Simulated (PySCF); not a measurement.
C5H7 (SMILES [CH-]1CC12CC2), charge -1, singlet, geometry from GFN2-xTB (in this run its highest filled SCF level lies above zero, so its values depend strongly on the basis, on diffuse functions most of all); B3LYP/STO-3G (PySCF).

Here is a job for PySCF.
```python
from pyscf import gto, scf, dft

mol = gto.M(
    atom='''
C    -0.015810    0.126627    0.058519
C    -0.094457    0.809723    1.367089
C    -0.020357   -0.717185    1.283719
C     0.753422   -0.009502   -1.220116
C    -0.764681    0.032123   -1.222085
H     0.909698    1.234616    1.647345
H    -0.922479   -1.296167    1.510828
H     0.885628   -1.316441    1.478104
H     1.228673   -0.953789   -1.486837
H     1.282636    0.849501   -1.628561
H    -1.290888   -0.885119   -1.485429
H    -1.241968    0.916680   -1.638206
''',
    basis='sto-3g',
    charge=-1,
    spin=0,
    verbose=4,
)

mf = dft.RKS(mol)
mf.xc = 'b3lyp'
mf.kernel()
```

### Question
Write the output that PySCF gives for this input, abridged.

### Answer

```
PySCF version 2.14.0

[INPUT] verbose = 4
[INPUT] num. atoms = 12
[INPUT] num. electrons = 38
[INPUT] charge = -1
[INPUT] spin (= nelec alpha-beta = 2S) = 0
[INPUT] symmetry False subgroup None
[INPUT] Mole.unit = angstrom
[INPUT] Symbol           X                Y                Z      unit          X                Y                Z       unit  Magmom
[INPUT]  1 C     -0.015810000000   0.126627000000   0.058519000000 AA   -0.029876570029   0.239290349975   0.110584883083 Bohr   0.0
[INPUT]  2 C     -0.094457000000   0.809723000000   1.367089000000 AA   -0.178497860548   1.530154706761   2.583423797906 Bohr   0.0
[INPUT]  3 C     -0.020357000000  -0.717185000000   1.283719000000 AA   -0.038469154718  -1.355283230646   2.425877330901 Bohr   0.0
[INPUT]  4 C      0.753422000000  -0.009502000000  -1.220116000000 AA    1.423761236222  -0.017956177636  -2.305685080200 Bohr   0.0
[INPUT]  5 C     -0.764681000000   0.032123000000  -1.222085000000 AA   -1.445037662659   0.060703672299  -2.309405950939 Bohr   0.0
[INPUT]  6 H      0.909698000000   1.234616000000   1.647345000000 AA    1.719080076065   2.333086109006   3.113030882672 Bohr   0.0
[INPUT]  7 H     -0.922479000000  -1.296167000000   1.510828000000 AA   -1.743232665663  -2.449400641699   2.855051141324 Bohr   0.0
[INPUT]  8 H      0.885628000000  -1.316441000000   1.478104000000 AA    1.673594368246  -2.487712949149   2.793211743624 Bohr   0.0
[INPUT]  9 H      1.228673000000  -0.953789000000  -1.486837000000 AA    2.321855466648  -1.802399990623  -2.809714721870 Bohr   0.0
[INPUT] 10 H      1.282636000000   0.849501000000  -1.628561000000 AA    2.423830757508   1.605324232544  -3.077534267148 Bohr   0.0
[INPUT] 11 H     -1.290888000000  -0.885119000000  -1.485429000000 AA   -2.439424777488  -1.672632497649  -2.807053987487 Bohr   0.0
[INPUT] 12 H     -1.241968000000   0.916680000000  -1.638206000000 AA   -2.346979375474   1.732274143866  -3.095760675619 Bohr   0.0

nuclear repulsion = 161.065606628595
number of shells = 22
number of NR pGTOs = 96
number of NR cGTOs = 32
basis = sto-3g
ecp = {}

******** <class 'pyscf.dft.rks.RKS'> ********
method = RKS
initial guess = minao
damping factor = 0
level_shift factor = 0
DIIS = <class 'pyscf.scf.diis.CDIIS'>
diis_start_cycle = 1
diis_space = 8
diis_damp = 0
SCF conv_tol = 1e-09
SCF conv_tol_grad = None
SCF max_cycles = 50
direct_scf = True
direct_scf_tol = 1e-13
XC library pyscf.dft.libxc version 7.1.2
    S. Lehtola, C. Steigemann, M. J. T. Oliveira, and M. A. L. Marques,  SoftwareX 7, 1–5 (2018)
XC functionals = b3lyp
    P. J. Stephens, F. J. Devlin, C. F. Chabalowski, and M. J. Frisch,  J. Phys. Chem. 98, 11623 (1994)
radial grids:
    Treutler-Ahlrichs [JCP 102, 346 (1995); DOI:10.1063/1.469408] (M4) radial grids

becke partition: Becke, JCP 88, 2547 (1988); DOI:10.1063/1.454033
pruning grids: <function nwchem_prune>
grids dens level: 3
symmetrized grids: False
atomic radii adjust function: <function treutler_atomic_radii_adjust>
small_rho_cutoff = 0
Set gradient conv threshold to 3.16228e-05
Initial guess from minao.
tot grids = 139248
init E= -192.956683922421
  HOMO = -0.170305898821477  LUMO = 0.15769394665023  gap/eV = 8.92533
cycle= 1 E= -192.018073407617  delta_E= 0.939  |g|= 0.441  |ddm|= 4.54
  HOMO = 0.370751212673867  LUMO = 0.533255819523583  gap/eV = 4.42198
cycle= 2 E= -192.008023281369  delta_E= 0.0101  |g|= 0.481  |ddm|= 1.65
  HOMO = 0.229448530734922  LUMO = 0.522245529263353  gap/eV = 7.96741
cycle= 3 E= -192.093167418543  delta_E= -0.0851  |g|= 0.105  |ddm|= 1.01
  HOMO = 0.229298079021547  LUMO = 0.500421789894258  gap/eV = 7.37765
cycle= 4 E= -192.096806115682  delta_E= -0.00364  |g|= 0.0112  |ddm|= 0.17
  HOMO = 0.230233440679116  LUMO = 0.503324935239975  gap/eV = 7.43120
cycle= 5 E= -192.096844480674  delta_E= -3.84e-05  |g|= 0.00498  |ddm|= 0.0222
  HOMO = 0.23012948234915  LUMO = 0.503399973675246  gap/eV = 7.43607
cycle= 6 E= -192.096851841429  delta_E= -7.36e-06  |g|= 0.000392  |ddm|= 0.00686
  HOMO = 0.23017488723254  LUMO = 0.503413683504932  gap/eV = 7.43521
cycle= 7 E= -192.096851894416  delta_E= -5.3e-08  |g|= 0.000144  |ddm|= 0.000778
  HOMO = 0.230179948144391  LUMO = 0.503398693185343  gap/eV = 7.43466
cycle= 8 E= -192.096851900827  delta_E= -6.41e-09  |g|= 3.14e-05  |ddm|= 0.000238
  HOMO = 0.230183009076398  LUMO = 0.503399883337561  gap/eV = 7.43461
cycle= 9 E= -192.096851901184  delta_E= -3.57e-10  |g|= 2.4e-06  |ddm|= 5.51e-05
  HOMO = 0.230183587490928  LUMO = 0.503399500730946  gap/eV = 7.43458
Extra cycle  E= -192.096851901185  delta_E= -1.19e-12  |g|= 1.95e-06  |ddm|= 7.54e-06
converged SCF energy = -192.096851901185
```
